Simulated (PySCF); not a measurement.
Excitation energy of Tc²⁺ by level of theory

Tc²⁺ [Kr] 4d5 (6S) → Tc²⁺ [Kr] 4d4 5p1 (high-spin determinant), as a difference of total energies. Computed with PySCF 2.14 in dyall-av2z, with no relativity, point nucleus. Correlated levels: valence: [Kr] frozen; virtual orbitals above 40 to 60 times the deepest correlated orbital energy dropped. The calculations carry no spin-orbit coupling.

```json
{"method": "UHF", "excitation energy (cm⁻¹)": "95339"}
{"method": "LDA", "excitation energy (cm⁻¹)": "94120"}
{"method": "PBE", "excitation energy (cm⁻¹)": "93821"}
{"method": "PBE0", "excitation energy (cm⁻¹)": "95676"}
{"method": "r2SCAN", "excitation energy (cm⁻¹)": "96204"}
{"method": "BP86", "excitation energy (cm⁻¹)": "93484"}
{"method": "revPBE", "excitation energy (cm⁻¹)": "94003"}
{"method": "PBEsol", "excitation energy (cm⁻¹)": "94378"}
{"method": "MP2 (valence)", "excitation energy (cm⁻¹)": "97463"}
{"method": "SCS-MP2 (valence)", "excitation energy (cm⁻¹)": "96047"}
```

A first-order spin-orbit estimate (lowest level to lowest level, LS coupling) adds -0.256 eV.

The determinant of the upper state mixes LS terms, which raises its energy above the lowest term, most at the Hartree-Fock and MP2 levels.
